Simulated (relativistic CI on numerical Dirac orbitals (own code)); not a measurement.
## Magnetism of Gd3+, 4f7, in a crystal field

Calculated by Dirac-Coulomb-Breit CI, KLI orbitals optimised for each configuration, model QED (radiative potential, 1s self-energy scaled to tabulated hydrogen-like ionisation energies), valence Slater integrals scaled by 0.85, one configuration in a parametric crystal field (own radial code).

Field parameters in Wybourne normalisation. The field is a parameter set, without covalency.

S is read from ⟨S²⟩ = S(S + 1).

Powder χT (cm³ K mol⁻¹) by Van Vleck's formula, with temperature-independent terms:

| Field | 2 K | 5 K | 10 K | 20 K | 50 K | 100 K | 200 K | 300 K |
| --- | --- | --- | --- | --- | --- | --- | --- | --- |
| D4h, B20 = -170, B40 = -400, B44 = 60, B60 = -250, B64 = -700 cm⁻¹ | 7.83 | 7.83 | 7.83 | 7.83 | 7.83 | 7.83 | 7.83 | 7.83 |
| D4h, B20 = 2470, B40 = 210, B44 = 640, B60 = -330, B64 = -430 cm⁻¹ | 7.67 | 7.8 | 7.82 | 7.83 | 7.83 | 7.83 | 7.83 | 7.83 |

**Question.** For D4h, B20 = -170, B40 = -400, B44 = 60, B60 = -250, B64 = -700 cm⁻¹: what effective moment follows at 300 K?

**Answer.** μ_eff = √(8χT) = 7.91 μB. The LS value g√(J(J + 1)) of the free ion's 8S°_7/2 level is 7.94 μB.
